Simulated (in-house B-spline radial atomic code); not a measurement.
Values are calculated unless marked as measured or tabulated.
# Two electrons in InAs: a parabolic dot with ħω = 8.37 meV in all three directions

For InAs the NSM archive of the Ioffe Institute lists m* = 0.023 m0 and ε = 15.15. In so narrow a gap the band flattens within tens of meV, so real spacings are smaller, by up to some tenths.

Effective-mass model with parabolic bands, a uniform dielectric constant, no image charges, no central-cell or spin-orbit terms. Two-electron levels come from full CI in B-splines with partial waves to l = 5 (up to 0.001 effective hartree above the limit).

Task: What are the effective units, and what is the potential in them?

Result: Ha* = 27211.386 meV × 0.023/15.15² = 2.727 meV and a* = 0.0529177 nm × 15.15/0.023 = 34.86 nm. The frequency is ω = 3.07 Ha*. The one-electron levels are 3ω/2 = 4.6050 and 5ω/2 = 7.6750 Ha*.

In these units the lowest s and p orbitals lie at 4.6050 and 7.6750, and their Coulomb and exchange integrals are J_ss = 1.3980, J_sp = 1.1650 and K_sp = 0.233. (For a parabolic well J_ss = √(2ω/π).) Full CI gives 10.5365 for the ground singlet, 13.1948 for the sp triplet, 13.6068 for the sp singlet and 16.2648 for the lowest triplet of two s orbitals.

Task: What does it cost to add the second electron, to first order and exactly?

Result: To first order E = 2ε_s + J_ss = 10.6080, so the charging energy E(2) − 2E(1) is J_ss = 3.812 meV. CI gives 10.5365 − 2 × (4.6050) = 1.3265, or 3.617 meV: relaxation and correlation lower it by 0.195 meV, 5.1 % of J_ss. The s² configuration of one-electron orbitals holds 99.1 % of the state, and the mean radius is 23.3 nm.

Task: How far above the singlet do the triplets lie?

Result: To first order the sp triplet lies at ε_s + ε_p + J_sp − K_sp = 13.2120, which is 7.101 meV above 2ε_s + J_ss. CI gives 13.1948 − (10.5365) = 2.6583, or 7.249 meV, 87 % of the orbital spacing of 8.371 meV. The ss triplet lies 15.62 meV up, so the lower of the two is the sp one, and its gap equals k_BT at 84.1 K. The sp singlet-triplet splitting is 1.124 meV, against 2K_sp = 1.271 meV. The sp singlet lies ħω above the ground state (3.0703 against 3.07), as Kohn's theorem demands for a parabolic well.
